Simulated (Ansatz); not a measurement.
The cluster Si₂F₃⁻. Total charge -1; triplet. Geometry PBE-D4/def2-SVPD.

```xyz
5

Si   -0.051   -0.852    0.137
Si   -0.101    1.612   -0.163
F     0.561   -1.515   -1.326
F    -1.754    1.944    0.271
F     1.344   -1.189    1.082
```

B3LYP takes the VWN-RPA correlation. At PBE-D4/def2-TZVPD, r2SCAN-D4/def2-TZVPD the highest occupied level of the charge -1 triplet lies above zero (up to 0.50 eV). It is a level of α spin, whose loss leaves a doublet; that state wasn't run at this geometry and level. The electron is either unbound and held by the finite basis, or the level is raised by self-interaction error. At PBE0-D4/def2-TZVPD a singlet of charge -1 lies 0.14 eV below the triplet, each at its own geometry. The structure comes from a short search, and lower isomers may exist.

Problem. Estimate the α-spin orbital energies around the gap (eV) in Ansatz with PBE-D4/def2-TZVPD, r2SCAN-D4/def2-TZVPD, B3LYP-D4/def2-TZVPD, PBE0-D4/def2-TZVPD, ωB97M-V/def2-TZVPD.

Solution. 
```csv
orbital,PBE-D4/def2-TZVPD,r2SCAN-D4/def2-TZVPD,B3LYP-D4/def2-TZVPD,PBE0-D4/def2-TZVPD,ωB97M-V/def2-TZVPD
HOMO−5,-4.93,-5.42,-6.67,-7.02,-9.60
HOMO−4,-4.51,-4.99,-6.20,-6.53,-9.08
HOMO−3,-4.37,-4.76,-5.74,-6.01,-8.32
HOMO−2,-2.21,-2.48,-3.24,-3.48,-5.62
HOMO−1,0.09,-0.18,-0.66,-0.92,-2.49
HOMO,0.50,0.23,-0.17,-0.46,-2.09
LUMO,2.65,3.00,3.25,3.38,4.49
LUMO+1,3.52,3.79,4.03,4.17,4.83
LUMO+2,3.68,4.23,4.06,4.18,5.21
LUMO+3,3.68,4.34,4.08,4.22,5.44
LUMO+4,4.54,5.07,4.99,5.16,6.07
LUMO+5,4.86,5.46,5.24,5.38,6.18
β HOMO,-1.52,-1.58,-2.33,-2.41,-4.44
β LUMO,1.16,1.37,1.57,1.88,3.26
```
